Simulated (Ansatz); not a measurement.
Program: Ansatz. Geometries: PBE0-D4/def2-TZVP. ΔE: electronic, gas phase. CCSD(T)/CBS adds triple-zeta CCSD(T) − MP2 to the extrapolated MP2 energy (def2 sets, frozen cores). DFT in def2-TZVPP. One conformer a species, not always the lowest.

Reaction (redistribution): `NB(F)[SiH3]` + `BS[SiH2][SiH2]C` → `BS[SiH2][SiH2][SiH3]` + `CB(N)F`

| level | ΔE (eV) |
| --- | --- |
| r2SCAN | -0.44 |
| CCSD/CBS(def2) | -0.42 |

(1) What does CCSD(T)/CBS give? (Best estimate.)

Largest T1 diagnostic among the species: 0.015.

Results:

(1) Computed: -0.42 eV. The listed levels differ from it by -0.02, 0.00 eV.

The D4 term adds −0.05 eV with B3LYP and −0.03 eV with PBE0; it sums over pairs of atoms, weighted by their polarisabilities, and B3LYP, whose exchange is more repulsive, gets the larger term.

B3LYP here is the variant with VWN-RPA as its local correlation; programs differ in this.
